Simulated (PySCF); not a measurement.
This PySCF input asks for the NMR shieldings of SMILES [SiH2]1CC(CNBN)C1, C4H13BN2Si; the geometry comes from GFN2-xTB.

```python
import basis_set_exchange as bse
import numpy as np
from pyscf import gto, dft
from pyscf.prop import nmr

atoms = """
N     2.735393    0.800884   -0.657905
B     2.043197   -0.409035   -0.812670
N     1.080127   -0.855998    0.104600
C     0.589904   -0.215505    1.298985
C    -0.852594    0.286332    1.164358
C    -1.837019   -0.851683    0.813635
Si   -1.969002   -0.222529   -0.986289
C    -1.034956    1.175049   -0.085604
H     2.612353    1.428594    0.116648
H     3.449727    1.101798   -1.294188
H     2.282270   -1.080507   -1.746338
H     0.613689   -1.729141   -0.078630
H     0.641603   -0.915894    2.146208
H     1.238187    0.632030    1.534116
H    -1.117981    0.799456    2.093810
H    -1.441777   -1.847885    1.002913
H    -2.763474   -0.763999    1.379046
H    -1.226072   -0.971569   -1.997121
H    -3.322944    0.089648   -1.455676
H    -1.635942    2.057493    0.127649
H    -0.093609    1.509407   -0.513314
"""
names = dict.fromkeys(["N", "B", "C", "Si", "H"], "pcSseg-1")
basis = {el: gto.basis.parse(bse.get_basis(n, elements=[el], fmt="nwchem")) for el, n in names.items()}
mol = gto.M(atom=atoms, basis=basis, charge=0, verbose=0)
mf = dft.RKS(mol, xc="PBE0")
mf.grids.level = 2
mf.grids.alignment = dft.numint.BLKSIZE   # the property module wants whole blocks of grid points
mf.conv_tol = 1e-9
mf.kernel()

calc = nmr.RKS(mf)   # GIAO
C = mf.mo_coeff
Co = C[:, mf.mo_occ > 0]
resp = mf.gen_response(singlet=True, hermi=2)
def vind(x):   # induced exchange potential for any number of trial vectors
    d = np.einsum("pi,xij,qj->xpq", C, 2 * x.reshape(-1, C.shape[1], Co.shape[1]), Co, optimize=True)
    return np.einsum("xpq,pi,qj->xij", resp(d - d.transpose(0, 2, 1)), C, Co, optimize=True).ravel()
mo1, _ = nmr.rhf.solve_mo1(calc, with_cphf=vind)
sigma = calc.kernel(mo1)
for i, s in enumerate(sigma):   # ppm
    print("%2d %-2s %9.2f" % (i, mol.atom_pure_symbol(i), np.trace(s) / 3))
```

Problem. What does it print?

Solution. 
```
 0 N     199.33
 1 B      77.60
 2 N     186.23
 3 C     135.46
 4 C     147.54
 5 C     173.06
 6 Si    386.88
 7 C     173.54
 8 H      29.34
 9 H      28.98
10 H      27.47
11 H      28.73
12 H      28.64
13 H      28.72
14 H      29.11
15 H      30.79
16 H      29.85
17 H      26.96
18 H      26.92
19 H      30.07
20 H      30.35
```

These numbers come from an equivalent density-fitted implementation of the same equations, which agrees with the script to about 0.01 ppm for H and up to a few tenths of a ppm for heavy atoms, so last digits may differ.

Size and cost of the density-fitted run: 208 basis functions, 91 s wall time on 1 thread of an Arm Neoverse N1, shared host; peak memory 0.95 GiB.
